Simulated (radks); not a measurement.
Q: These are the eigenvalues of the occupied orbitals of an atom or ion with whole-number occupations (Ry). Calculated with a radial shooting solver on a logarithmic mesh with Libxc functionals: scalar-relativistic Kohn-Sham, exchange-only LDA, spin-polarised, spherical densities, point nucleus.

| orbital | eigenvalue |
|---|---|
| 1s down | -3973.093 |
| 1s up | -3973.093 |
| 2s up | -688.9732 |
| 2s down | -688.9687 |
| 2p up | -615.2028 |
| 2p down | -615.1997 |
| 3s up | -179.0913 |
| 3s down | -178.9760 |
| 3p up | -156.4424 |
| 3p down | -156.3281 |
| 3d up | -127.2580 |
| 3d down | -127.1690 |
| 4s up | -60.14016 |
| 4s down | -59.92447 |
| 4p up | -52.39996 |
| 4p down | -52.18937 |
| 4d up | -41.86544 |
| 4d down | -41.65866 |
| 4f up | -30.18511 |

Which element is it, and in what charge state? The configuration may be excited. Open shells, if any, are filled with parallel spins first.

A: Z = 66, dysprosium, charge +18: Dy18+ in [Kr] 4d10 4f2. The list shows which subshells hold electrons but not how many an open one holds; the 1s level, -1986.5 hartree, gives Z - s = 63.0 by -(Z - s)^2/2, which with screening and relativity narrows Z to a few neighbours, and the depths of the outer levels then fix element, charge and occupations together.
